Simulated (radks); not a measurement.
La I, 57 electrons, occupied as [Xe] 5d1 6s2. Method: scalar-relativistic Kohn-Sham, LDA (Slater exchange, Perdew-Wang correlation), spin-polarised, spherical densities, finite nucleus; open shells are filled with parallel spins first (spin-orbit coupling, left out, can overturn this in heavy ions); Fermi nuclear charge, rms radius 4.855 fm; hard spherical wall at 5 bohr; computed with a radial shooting solver on a logarithmic mesh with Libxc functionals.

Normalised radial functions P(r) = r R(r), r in bohr:

| r | 5d down | 6s up | 6p up |
|---|---|---|---|
| 0.001746 | 0.0000 | 0.0277 | 0.0011 |
| 0.002 | 0.0000 | 0.0309 | 0.0014 |
| 0.002291 | 0.0000 | 0.0343 | 0.0018 |
| 0.002625 | 0.0000 | 0.0380 | 0.0023 |
| 0.003008 | 0.0000 | 0.0420 | 0.0029 |
| 0.003474 | 0.0000 | 0.0465 | 0.0037 |
| 0.00398 | 0.0001 | 0.0509 | 0.0047 |
| 0.004559 | 0.0001 | 0.0554 | 0.0060 |
| 0.005224 | 0.0001 | 0.0600 | 0.0075 |
| 0.005985 | 0.0002 | 0.0644 | 0.0095 |
| 0.006856 | 0.0003 | 0.0686 | 0.0119 |
| 0.007918 | 0.0004 | 0.0725 | 0.0151 |
| 0.009072 | 0.0006 | 0.0754 | 0.0189 |
| 0.01039 | 0.0009 | 0.0772 | 0.0235 |
| 0.01191 | 0.0013 | 0.0775 | 0.0291 |
| 0.01364 | 0.0019 | 0.0758 | 0.0357 |
| 0.01563 | 0.0027 | 0.0716 | 0.0436 |
| 0.01791 | 0.0038 | 0.0646 | 0.0528 |
| 0.02068 | 0.0055 | 0.0534 | 0.0640 |
| 0.02369 | 0.0078 | 0.0390 | 0.0757 |
| 0.02714 | 0.0109 | 0.0208 | 0.0884 |
| 0.0311 | 0.0152 | -0.0010 | 0.1014 |
| 0.03563 | 0.0209 | -0.0258 | 0.1140 |
| 0.04082 | 0.0284 | -0.0522 | 0.1251 |
| 0.04714 | 0.0389 | -0.0797 | 0.1333 |
| 0.05401 | 0.0515 | -0.1026 | 0.1359 |
| 0.06188 | 0.0670 | -0.1189 | 0.1313 |
| 0.07089 | 0.0855 | -0.1250 | 0.1173 |
| 0.08122 | 0.1069 | -0.1175 | 0.0924 |
| 0.09306 | 0.1302 | -0.0940 | 0.0558 |
| 0.1075 | 0.1553 | -0.0512 | 0.0054 |
| 0.1231 | 0.1768 | 0.0031 | -0.0499 |
| 0.1411 | 0.1928 | 0.0647 | -0.1068 |
| 0.1616 | 0.1992 | 0.1235 | -0.1568 |
| 0.1852 | 0.1917 | 0.1670 | -0.1899 |
| 0.2121 | 0.1662 | 0.1827 | -0.1963 |
| 0.245 | 0.1170 | 0.1586 | -0.1658 |
| 0.2807 | 0.0501 | 0.0950 | -0.1000 |
| 0.3216 | -0.0327 | -0.0006 | -0.0046 |
| 0.3684 | -0.1229 | -0.1096 | 0.1055 |
| 0.4221 | -0.2085 | -0.2060 | 0.2080 |
| 0.4836 | -0.2750 | -0.2615 | 0.2775 |
| 0.554 | -0.3083 | -0.2541 | 0.2918 |
| 0.6398 | -0.2956 | -0.1695 | 0.2335 |
| 0.733 | -0.2341 | -0.0294 | 0.1126 |
| 0.8398 | -0.1277 | 0.1391 | -0.0526 |
| 0.9622 | 0.0130 | 0.2957 | -0.2298 |
| 1.102 | 0.1726 | 0.3995 | -0.3810 |
| 1.263 | 0.3332 | 0.4193 | -0.4701 |
| 1.459 | 0.4851 | 0.3339 | -0.4680 |
| 1.671 | 0.5966 | 0.1614 | -0.3642 |
| 1.914 | 0.6676 | -0.0720 | -0.1703 |
| 2.193 | 0.6950 | -0.3249 | 0.0865 |
| 2.513 | 0.6802 | -0.5505 | 0.3629 |
| 2.879 | 0.6258 | -0.7034 | 0.6031 |
| 3.325 | 0.5259 | -0.7420 | 0.7444 |
| 3.809 | 0.3900 | -0.6320 | 0.7007 |
| 4.364 | 0.2131 | -0.3742 | 0.4428 |
| 5 | 0.0000 | 0.0000 | 0.0000 |

5d down (empty): eigenvalue 2.200 eV, 2 radial nodes at r = 0.305, 0.951 bohr, <r> = 2.49 bohr, 90 % of the charge inside 3.60 bohr. 6s up: eigenvalue 3.783 eV, 5 radial nodes at r = 0.0309, 0.122, 0.321, 0.751, 1.84 bohr, <r> = 3.04 bohr, 90 % of the charge inside 4.04 bohr. 6p up (empty): eigenvalue 10.033 eV, 4 radial nodes at r = 0.109, 0.323, 0.806, 2.10 bohr, <r> = 3.10 bohr, 90 % of the charge inside 4.15 bohr.
